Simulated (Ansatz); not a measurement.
`CC#CC[SiH3]` + `O[SiH2][AlH2]` → `[AlH2][SiH2]O[SiH3]` + `CC#CC`  (ligand exchange at the Si–C bond)

Program: Ansatz. Geometries: PBE0-D4/def2-TZVP. ΔE: electronic, gas phase. CBS: MP2 limit from def2 TZ/QZ plus the TZ coupled-cluster correction, frozen cores. DFT in def2-TZVPP. B3LYP here is the variant with VWN-RPA as its local correlation; programs differ in this. One conformer a species, not always the lowest.

```
         level  ΔE (kJ/mol)
       ωB97X-V       -107.0
        B2PLYP       -111.5
         B3LYP       -111.4
CCSD/CBS(def2)       -110.8
```

(1) What does CCSD(T)/CBS give? (Estimate.)

Largest T1 diagnostic among the species: 0.012.

Answers

(1) Ansatz gave: -107.5 kJ/mol. The listed levels differ from it by 0.5, -4.0, -3.9, -3.3 kJ/mol.

From PBE to PBE0 (25 % exact exchange), in def2-TZVPP and without D4, ΔE moves by −5.4 kJ/mol. In def2-TZVPP, CCSD(T) changes the Hartree–Fock value by +22.6 kJ/mol (the triples alone add +3.3 kJ/mol) and MP2 by +23.0 kJ/mol.
